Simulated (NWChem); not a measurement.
Species: MoNHSCl2; SMILES [NH]=[Mo](=[S])([Cl])[Cl]

Program: NWChem. Medium grid unless said otherwise, to which SCAN and Minnesota functionals are sensitive. All runs use the structure optimised with PBE0/def2-SVP. No frequency run checked for a minimum. def2 effective core potentials on Mo; no spin-orbit coupling. B3LYP is NWChem's, with the RPA form of VWN correlation.

### Question
Order these by “orbital gap (eV)”, lowest first: LDA (Slater exchange, PW92)/def2-SVP; M05-2X/def2-SVP; LC-wPBE (HJS exchange hole, range parameter 0.4 per bohr)/def2-SVP; B3LYP/def2-SVP; MN15/def2-SVP.

### Answer
LDA (Slater exchange, PW92)/def2-SVP (2.69), B3LYP/def2-SVP (4.15), MN15/def2-SVP (5.68), M05-2X/def2-SVP (6.72), LC-wPBE (HJS exchange hole, range parameter 0.4 per bohr)/def2-SVP (9.11)
